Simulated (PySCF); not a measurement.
Bonds (- single, = double, # triple, : aromatic): Si1-C2, C2:C3, C3:C4, C4-C5, C5-C6, C6-C7, C4:C8, C8:O9, O9:C2, C7-C5. Si1 carries H10, H11, H12; C3 carries H13; C5 carries H14; C6 carries H15, H16; C7 carries H17, H18; C8 carries H19. H15, H18 are cis to C4 on the ring; H16, H17 are trans to C4 on the ring.

How the numbers were obtained: shielding tensors at PBE0/pcSseg-1 (GIAO), coordinates at the GFN2-xTB level, in PySCF 2.14.0 with density-fitted response routines (one computed conformer, one averaged value for each set of equivalent atoms, non-relativistic Hamiltonian, isolated molecule).

References, each an isolated molecule treated in the same way: ¹³C (σref 186.93) vs TMS.

Q: Do the ¹³C shifts follow the atomic charges (in e)? Tabulate both.

A: 
| atoms | hybridisation | δ (ppm) | σ para (ppm) | Hirshfeld | IAO | Mulliken | ESP-fitted |
| --- | --- | --- | --- | --- | --- | --- | --- |
| C2 | sp2 | 151.5 | -222 | -0.05 | -0.13 | -0.04 | +0.15 |
| C8 | sp2 | 144.6 | -212 | -0.00 | -0.02 | +0.19 | -0.06 |
| C4 | sp2 | 139.1 | -210 | -0.03 | -0.05 | -0.18 | +0.12 |
| C3 | sp2 | 132.3 | -199 | -0.09 | -0.21 | -0.11 | -0.47 |
| C6/C7 | sp3 | 15.9 | -83 | -0.09 | -0.29 | -0.17 | -0.27 |
| C5 | sp3 | 10.3 | -65 | -0.04 | -0.14 | -0.19 | -0.19 |

Correlation coefficients of δ with charge over these carbons: Hirshfeld +0.34, IAO +0.57, Mulliken +0.54, ESP-fitted +0.42; with the paramagnetic shielding -1.00. Among the 4 sp2 carbons alone: Hirshfeld +0.50, IAO +0.41, Mulliken +0.42, ESP-fitted +0.78. With so few points, grouped by hybridisation, these coefficients are fragile. Charge is one influence among several: hybridisation and low-lying excitations act through the paramagnetic term.

Shifts are as computed. Against solution values, carbons near 30 ppm lie about +3 ppm off and those near 130 ppm about +5 ppm. Of 1211 compounds with measured shifts, 218 miss one by over three times the rms of a fit or turn the order of signals round; such compounds aren't used in these exercises.
